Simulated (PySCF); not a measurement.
CH₆O₃Si. Atoms are numbered in the order given.

```xyz
11

C      0.0000     0.0000    -1.8449
Si     0.0000     0.0000     0.0070
O      1.2682     0.9144     0.5847
O      0.1578    -1.5555     0.5847
O     -1.4260     0.6411     0.5847
H      0.8518    -0.5796    -2.2339
H     -0.9278    -0.4479    -2.2339
H      0.0761     1.0275    -2.2339
H      1.8435     0.4623     1.2128
H     -0.5214    -1.8277     1.2128
H     -1.3221     1.3654     1.2128
```

Geometry: B3LYP-D3(BJ)/def2-SVP. A frequency run showed that this geometry is not a minimum. Other conformers were not sampled.

Calculation: PySCF with PBE/def2-TZVP.

Gas-phase values at a fixed geometry.

Computed frontier levels, gap, dipole moment and polarisability:
* **highest occupied level**: -7.00 eV
* **lowest empty level**: -0.29 eV
* **orbital gap**: 6.70 eV
* **dipole moment**: 1.34 D
* **quadrupole, principal values (traceless, Buckingham form, about the centre of nuclear charge)**: -2.91, -2.91, 5.83 D·Å
* **mean static polarisability**: 47.6 bohr³ (7.05 Å³)
* **polarisability, principal values**: 45.8, 45.8, 51.2 bohr³
